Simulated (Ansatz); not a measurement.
Reactions of H5O2PSi (`O[SiH2]PO`).

Gas-phase electronic energies from Ansatz, PBE0-D4/def2-TZVP geometries. CCSD(T)/CBS adds triple-zeta CCSD(T) − MP2 to the extrapolated MP2 energy (def2 sets, frozen cores). This one scheme is used for every species, atoms too. DFT in def2-TZVPP. Open shells (•) are unrestricted, without spin–orbit coupling. Spin–orbit coupling would lower the free atoms: a little for O, Si. Bonds to Se are less sure, by a few kJ/mol each and by 10 to 20 or more in all where they break to atoms, as the def2 sets lack core-valence functions. Scalar relativity is left out up to krypton. Each species was taken in one conformer, which may not be the lowest.

| reaction | CCSD(T)/CBS(def2) (kJ/mol) |
| --- | --- |
| `O[SiH2]PO` + H₂S → `OPS` + silanol | ? |
| `O[SiH2]PO` → 5 H• + 2 O• + P• + Si• | 2967 |
| `O[SiH2]PO` + ethane → `CC[SiH2]PO` + H₂O | 91 |
| `O[SiH2]PO` + H₂ → `OP[SiH3]` + H₂O | 67 |
| `O[SiH2]PO` + `[SiH3][SeH]` → `OP[SiH2][SeH]` + silanol | -1 |

Fill in the missing values. (Estimate.)

Computed: `O[SiH2]PO` + H₂S → `OPS` + silanol: -20.7 kJ/mol.

Largest T1 diagnostic: 0.014, for `OPS`.
